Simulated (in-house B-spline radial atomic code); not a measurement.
Ar VIII (Ar7+): [He] 2s2 (2p1/2)1 (2p3/2)4 3s1 (5f5/2)1 (an excited or competing configuration)

Method: Dirac-Hartree-Fock, average of the jj configuration, Fermi nucleus of rms radius 3.4274 fm. Calculated with an all-electron radial atomic-structure program (B-spline basis).

Effective charges: Z_r = [3n² - l(l+1)]/(2<r>) from the radius, Z_e = n√(-2ε) from the energy, and Slater's rules. Values are occupation-weighted means over j.

```tsv
shell	electrons	ε (eV)	<r> (bohr)	Z_r	Z_e	Slater
1s	2	-3453.8	0.08548	17.55	15.93	17.70
2s	2	-517.46	0.3989	15.04	12.33	14.20
2p	5	-447.84	0.3595	13.91	11.47	14.20
3s	1	-161.71	1.098	12.30	10.34	10.05
5f	1	-35.215	3.877	8.13	8.04	8.00
```

The least bound orbital is 5f5/2 at -35.21 eV, and it is also the most diffuse (<r> = 3.877 bohr).

For the 1s electron the small component carries 0.413 % of the norm, the zero-frequency Breit interaction raises the level by 2.458 eV, self-energy by 1.158 eV, and vacuum polarisation lowers it by 0.08114 eV.
